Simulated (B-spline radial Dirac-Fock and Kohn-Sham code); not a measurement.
# Tb³⁺: L3-M23M23 lines in intermediate coupling

System: the Tb³⁺ ion, configuration 1s2 2s2 2p6 3s2 3p6 3d10 4s2 4p6 4d10 4f8 5s2 5p6.

The computed values come from an atomic code on a B-spline grid: relaxed Dirac-Fock hole states (ΔSCF) with Breit and QED corrections and a finite nucleus. The two-hole levels come from diagonalising the Coulomb interaction among the jj configurations; intensities are independent-particle Coulomb rates. Kinetic energies are from the vacuum level. Electron correlation is not included. Open outer shells are spectators and are not coupled to the holes.

| kinetic energy (eV) | J | leading jj holes (weight) | leading LS term (weight) |
| --- | --- | --- | --- |
| 3877.9 | 0 | M2M2 (1.00) | ³P0 (0.62) |
| 4037.4 | 2 | M2M3 (1.00) | ¹D2 (0.70) |
| 4045.8 | 1 | M2M3 (1.00) | ³P1 (1.00) |
| 4182.5 | 0 | M3M3 (1.00) | ¹S0 (0.62) |
| 4198.3 | 2 | M3M3 (1.00) | ³P2 (0.70) |

The intensity is shared as follows: 4198.3 eV 42.9 %, 4037.4 eV 30.5 %, 4045.8 eV 13.2 %, 4182.5 eV 13.1 %, 3877.9 eV 0.3 %.

The strongest line, by its leading LS label ³P2, lies at 4198.3 eV. The mean weight of the leading component is 1.00 in jj and 0.73 in LS coupling, so jj labels describe these levels better.
